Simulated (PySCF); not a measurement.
**Assigning NMR signals**

Atom-mapped SMILES (the numbers label the heavy atoms): `[CH3:1][Si@H:2]1[CH:3]=[CH:4][C:5]([C:6]([F:7])([F:8])[F:9])=[CH:10]1`. Hydrogens are named by the atom that carries them.

[PySCF 2.14: PBE0-D3(BJ)/def2-SVP structure; NMR shieldings at PBE/pcSseg-1/GIAO; no solvent; single conformer; no relativistic terms; fast rotation and ring inversion assumed for equivalent nuclei]

Scale: ¹³C (σref 180.03), ¹H (σref 31.20) against TMS (reference shieldings calculated alike).

Task: Assign these signals to the numbered atoms. ¹³C{¹H} NMR (computed): δ 157.1, 151.6, 138.7, 134.1, 131.8, -7.2.

Result: 
```tsv
δ (ppm)	atoms	environment	reason
157.1	C5	fully substituted alkene carbon	the olefinic region
151.6	C4	alkene CH	an sp2 carbon of a C=C bond
138.7	C3	alkene CH	–
134.1	C10	alkene CH	–
131.8	C6	CF3 carbon	3 electronegative neighbours deshield it
-7.2	C1	methyl carbon bonded to Si	an electropositive neighbour leaves it electron-rich and shielded
```

Task: Assign these signals to the numbered atoms. ¹H NMR (600 MHz, computed): δ 7.21 (m, 1H), 6.59 (m, 1H), 6.43 (m, 1H), 4.95 (m, 1H), 0.41 (d, 3H).

Result: 
| δ (ppm) | atoms | environment | reason |
| --- | --- | --- | --- |
| 7.21 | H(C4) | hydrogen on an alkene CH | attached to an sp2 carbon and in the plane of the double bond |
| 6.59 | H(C10) | hydrogen on an alkene CH | – |
| 6.43 | H(C3) | hydrogen on an alkene CH | – |
| 4.95 | H(Si2) | hydrogen on a silicon bonded to 3 C, in a 5-membered ring | – |
| 0.41 | H(C1) | hydrogen on a methyl carbon bonded to Si | an electropositive neighbour shields it, as in TMS itself |

Splittings by ¹⁹F in the carbon and heteronuclear signals aren't shown, as no couplings were computed. Shifts are as computed. Against solution values, carbons near 30 ppm lie about +2 ppm off and those near 130 ppm about +2 ppm. Of 1309 compounds with measured shifts, 239 miss one by over three times the rms of a fit or turn the order of signals round; such compounds aren't used in these exercises. No couplings were computed; multiplicities are counted from neighbouring protons, with m where these are inequivalent, close in shift, in a saturated or five-membered ring or joined by F or P, and br s for small geminal =CH2 splittings.
